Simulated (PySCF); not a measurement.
CCl₃F. Atoms are numbered in the order given.

```xyz
5

F      0.0000     0.0000     1.5902
C      0.0000     0.0000     0.2571
Cl     1.4634     0.8449    -0.3109
Cl     0.0000    -1.6898    -0.3109
Cl    -1.4634     0.8449    -0.3109
```
Charge 0, spin multiplicity 1.

Geometry optimised at B3LYP-D3(BJ)/def2-SVP.

All values below come from PBE/def2-TZVP run with PySCF.

Symmetry labels are those of the subgroup Cs that the program uses (full group C3v).

Q: List the valence orbital energies around the gap with their symmetry. (Estimate from the structure and the level; the computed values follow.)

A: 
```
orbital  symmetry  energy (eV)
-------  --------  -----------
HOMO−7         A'       -10.48
HOMO−6         A"       -10.48
HOMO−5         A'        -9.08
HOMO−4         A'        -8.81
HOMO−3         A"        -8.81
HOMO−2         A'        -8.03
HOMO−1         A"        -8.03
HOMO           A"        -7.67
LUMO           A'        -2.47
LUMO+1         A'        -1.04
LUMO+2         A"        -1.04
LUMO+3         A'         0.91
```
